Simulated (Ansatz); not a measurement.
## A basis-limit estimate, worked out

An elementary step of SiH4S2O2, closed shell (SiH₄S₂O₂ ([OH][Si]([OH])([SH])[SH]) → SiH₂SO₂ ([OH][Si]([OH])[S]) + H₂S (still joined by a long Si–S bond); bonds formed: S2–H4; bonds broken: S3–H4; bonds weakened to dative contacts: Si1–S2). “Start” is the structure reached by relaxing down from the saddle towards the reactants; PBE0-D4/def2-TZVP structures. The saddle:

```
9
angstrom
Si -0.3889 0.2036 -0.2411
S 1.5240 -0.9467 0.5905
S 0.1824 0.0274 -2.1529
H 1.4003 -0.8214 -0.8856
O -0.3608 1.6196 0.5578
O -1.6474 -0.6392 0.3720
H 2.2440 0.1864 0.6598
H -0.9588 1.6928 1.3060
H -1.9950 -1.3223 -0.2065
```

Program: Ansatz 0.2.0. Basis: def2-TZVPP and def2-QZVPP. Cores are frozen in the correlated methods.

Energies in eV:

| quantity | saddle | start |
| --- | --- | --- |
| Hartree–Fock, triple zeta (X = 3) | -33640.49634 | -33642.53500 |
| Hartree–Fock, quadruple zeta (X = 4) | -33641.56088 | -33643.59884 |
| MP2 correlation, X = 3 | -26.44549 | -25.89802 |
| MP2 correlation, X = 4 | -28.69486 | -28.13101 |
| CCSD(T) correlation, X = 3 | -28.60067 | -28.13474 |

**Question.** Work out the barrier at the basis limit: extrapolate Hartree–Fock as E(X) = E∞ + A exp(−7.88 √X) and the MP2 correlation as E(X) = E∞ + B X^−2.97 (the exponents that Neese and Valeev fitted for def2-TZVPP and QZVPP), then add CCSD(T) − MP2 in triple zeta.

**Answer.** Each step is linear, so take the differences first (saddle − start): Hartree–Fock 2.03866 (X = 3) and 2.03796 (X = 4); MP2 correlation -0.54747 and -0.56385; CCSD(T) correlation -0.46593.
Two points give E∞ = E(4) + w [E(4) − E(3)], with w = 1/(exp(7.88 (2 − √3)) − 1) = 0.1377 for Hartree–Fock and w = 1/((4/3)^2.97 − 1) = 0.7407 for the correlation.
Hartree–Fock: 2.03796 + 0.1377 × (-0.00070) = 2.0379 eV.
MP2 correlation: -0.56385 + 0.7407 × (-0.01638) = -0.5760 eV.
CCSD(T) − MP2: -0.46593 − (-0.54747) = 0.0815 eV.
Sum: 2.0379 + (-0.5760) + 0.0815 = 1.5434 eV, or 35.59 kcal/mol. Plain CCSD(T) in triple zeta gives 1.5727 eV, so the larger basis shifts the result by -0.0293 eV.

T1 diagnostic: at most 0.014.

Labels in which every atom is bracketed show which atoms are joined, not bond orders.

For scale, one of the runs: CCSD(T)/def2-TZVPP, 244 basis functions, launched by `ansatz run in.yaml --threads 4 --pin off --events-out ev --progress --plain --max-ram 9574MiB`. Hardware: 4 CPU threads of an Arm Neoverse V1, shared host. Wall time 2.3 min; peak host memory 4.6 GiB.
